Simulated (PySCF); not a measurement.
# Electronic structure of Nb (niobium, neutral) at the UHF level

Configuration: [Kr] 4d3 5s1 5p1, one real determinant (an excited configuration). Computed with PySCF 2.14 in aug-cc-pVTZ-PP with one added diffuse shell each of s, p, d, f, g type with ECP28MDF (7s7p6d4f3g, 113 functions), with a scalar-relativistic core potential.

- Total energy: -56.094464 hartree
- One-electron energy: -94.5295 hartree
- Hartree (Coulomb) energy: 44.7147 hartree
- Exchange energy: -6.2797 hartree
- ⟨S²⟩: 8.7548
- ⟨L²⟩: 13.935
- Sum of ⟨r⟩: 24.31 bohr
- Sum of ⟨r²⟩: 67.14 bohr²
- Traceless quadrupole moment −½Σ⟨3z² − r²⟩ along its main axis: -11.6 e·bohr²

| shell | electrons | mean orbital energy (hartree) | spread (hartree) | rms radius, mean of both spins (bohr) |
| --- | --- | --- | --- | --- |
| 4s α | 1 | -2.87132 | 0 | 1.25 |
| 4s β | 1 | -2.72358 | 0 | 1.25 |
| 4p α | 3 | -1.81225 | 0.00384 | 1.40 |
| 4p β | 3 | -1.62073 | 0.01283 | 1.40 |
| 4d α | 3 | -0.42416 | 0.00792 | 2.15 |
| 5s α | 1 | -0.31787 | 0 | 3.83 |
| 5p α | 1 | -0.17527 | 0 | 4.88 |

⟨L²⟩ = 13.94 against 20 for a pure G term, so this real determinant mixes terms. Energies and moments cover only the electrons outside the core potential.
